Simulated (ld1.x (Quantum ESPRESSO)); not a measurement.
Which change was made? (Rh, TM)

Rh, norm-conserving Troullier–Martins (Kleinman–Bylander form), made with ld1.x (Quantum ESPRESSO) 7.5 (PBE, scalar-relativistic). Core [Ar] 3d10, reference 4s2 4p6 4d7.5 5s0 5p0 (charge +1.5). Waves: 4s (bound): rc 1.45 bohr; 4p (bound): rc 1.50 bohr; 4d (bound): rc 1.85 bohr. Local part: all-electron potential smoothed inside 1.45 bohr (lloc = -1). Core correction: none.

Cutoffs, loose and tight: the cutoffs (Ry, on a coarse ladder) from which the occupation-weighted sum of valence levels, in a spherical-Bessel basis at the reference potential, stays within 10 and 1 mRy of its value at 400 Ry. They do not see the model core or the augmentation charge, which bear on the density cutoff. Test errors are all-electron minus pseudo excitation energies from the reference, over the configurations 4s2 4p6 4d8 5s1 5p0; 4s2 4p6 4d8 5s0 5p0; 4s2 4p6 4d7 5s0 5p0; 4s2 4p6 4d6 5s0 5p0; 4s2 4p6 4d7 5s1 5p0; 4s2 4p6 4d7 5s1 5p1; 4s2 4p6 4d5 5s0 5p0; variants that change the core or the reference have their own tests. The largest error is taken over the tests solved by every variant that gives reliable tests at all, those not shown here included: 4s2 4p6 4d5 5s0 5p0; 4s2 4p6 4d6 5s0 5p0; 4s2 4p6 4d7 5s0 5p0; 4s2 4p6 4d8 5s0 5p0.

The base gives: outcome: generated; cutoff, loose: 70 Ry; cutoff, tight: 110 Ry; bound ghosts: none; largest test error (meV): +19.

(1) After one change the result is: outcome: generated; cutoff, loose: 70 Ry; cutoff, tight: 110 Ry; bound ghosts: none; largest test error (meV): -93. Which change was it?
A. wave 4s (bound): rc 1.45 bohr becomes 4s (bound): rc 1.18 bohr
B. all radii scaled by about 1.31 (s 1.90, p 1.96, d 2.42 bohr); local potential all-electron potential smoothed inside 1.90 bohr (lloc = -1)
C. local potential all-electron potential smoothed inside 2.14 bohr (lloc = -1)
D. local potential all-electron potential smoothed inside 1.10 bohr (lloc = -1)

Answers

(1) C. The others give: all radii scaled by about 1.31 (s 1.90, p 1.96, d 2.42 bohr); local potential all-electron potential smoothed inside 1.90 bohr (lloc = -1) → outcome: generated; cutoff, loose: 40 Ry; cutoff, tight: 70 Ry; bound ghosts: s; largest test error (meV): +188 | wave 4s (bound): rc 1.45 bohr becomes 4s (bound): rc 1.18 bohr → outcome: generated; cutoff, loose: 110 Ry; cutoff, tight: 180 Ry; bound ghosts: none; largest test error (meV): +18 | local potential all-electron potential smoothed inside 1.10 bohr (lloc = -1) → outcome: generated; cutoff, loose: 70 Ry; cutoff, tight: 110 Ry; bound ghosts: s; largest test error (meV): +40.
